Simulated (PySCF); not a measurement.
H3O4Si, SMILES [Si](O)(O)(O)[O] (connectivity only; charge and spin as stated), charge -1, multiplicity 1.

The structure is a stationary point at r2SCAN-D4/def2-SVPD. The spin state was assumed, not searched. The isomer is the one that the SMILES or the coordinates give; other isomers of the formula were not compared. Other conformers were not sampled.

All values below come from HF/def2-SVPD (PySCF).

total energy: -590.03773 hartree
point group: C3
highest occupied level: -5.96 eV
lowest empty level: 5.64 eV
orbital gap: 11.60 eV
dipole moment about the centre of nuclear charge: 0.88 D
mean static polarisability: 41.1 bohr³ (6.09 Å³)
polarisability, principal values: 41.1, 41.1, 41.1 bohr³
